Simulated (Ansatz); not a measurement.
Reactions of `C[Se][InH2]`.

Program: Ansatz. Geometries: PBE0-D4/def2-TZVP. ΔE: electronic, gas phase. CCSD(T)/CBS is the MP2 limit (def2-TZVPP, def2-QZVPP) plus CCSD(T) − MP2 in def2-TZVPP, frozen cores. This one scheme is used for every species. Functionals use def2-TZVPP. Elements past krypton have def2 core potentials. For In, Se outer-core shells are correlated without core-valence functions, which leaves a few kJ/mol of doubt a bond. Scalar relativity is left out up to krypton. Each species was taken in one conformer, which may not be the lowest.

| reaction | ωB97X-V (kcal/mol) | MP2/CBS(def2) (kcal/mol) | LDA (SPW92) (kcal/mol) | RPA@PBE/def2-TZVPP (kcal/mol) |
| --- | --- | --- | --- | --- |
| `C[Se][InH2]` + `C=N` → `C[Se]C=N` + `[InH3]` | 30.7 | 34.5 | 27.4 | 31.0 |
| `C[Se][InH2]` + HCl → `[Cl][InH2]` + `C[SeH]` | -5.4 | -2.3 | -1.7 | -3.7 |
| `C[Se][InH2]` + `CCNC` → `CC[N](C)[InH2]` + `C[SeH]` | 23.2 | 22.1 | 21.1 | 19.7 |
| `C[Se][InH2]` + `F[SiH2]Cl` → `C[Se][SiH](F)Cl` + `[InH3]` | 11.7 | 14.4 | 11.3 | 13.2 |

(1) Give the CCSD(T)/CBS values in the same order. (An estimate is asked.)

Largest T1 diagnostic: 0.016, for `CC[N](C)[InH2]`.

Answers

(1) Computed: 34.1, -3.0, 22.0, 14.0 kcal/mol.
